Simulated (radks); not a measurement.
Results of a calculation; reference values are marked as such.
Species: Si. Configuration: [He] 2s2 2p5.5 3s2 3p2 3d0.5 (fractional occupations, a model configuration).

Level of theory: Dirac Kohn-Sham, AM05, spin-unpolarised, spherical densities, finite nucleus; open shells fill j = l - 1/2 first; Fermi nuclear charge, rms radius 3.1224 fm (a radial shooting solver on a logarithmic mesh with Libxc functionals).

Energy parts (Ry):
total: -574.14362
kinetic: 575.45528
electron-nucleus: -1363.73965
Hartree: 252.59937
exchange-correlation: -38.45862

Orbitals (lengths in bohr, moments of r in powers of bohr; <r^-3> diverges for s and p1/2):
| orbital | occ. | eigenvalue (Ry) | <r^2> | <r^4> | <r> | <r^-3> |
|---|---|---|---|---|---|---|
| 1s1/2 | 2 | -132.0593 | 0.01675 | 0.0007263 | 0.1115 | - |
| 2s1/2 | 2 | -11.13177 | 0.3764 | 0.2603 | 0.5617 | - |
| 2p1/2 | 2 | -8.00513 | 0.3461 | 0.2638 | 0.5248 | - |
| 2p3/2 | 3.5 | -7.95578 | 0.3488 | 0.2676 | 0.5269 | 49.66 |
| 3s1/2 | 2 | -1.09484 | 4.723 | 37.22 | 2.020 | - |
| 3p1/2 | 2 | -0.54684 | 7.003 | 89.47 | 2.431 | - |
| 3d3/2 | 0.5 | -0.03265 | 220.7 | 75950 | 13.87 | 0.004097 |

The highest occupied level is 3d3/2 at -0.444 eV. The density falls to 0.001 e/bohr^3 at r = 4.17 bohr. The electron density at the nucleus is 1900 e/bohr^3.

Empty levels of this run are not shown, since the potential may be unsettled where no density lies.
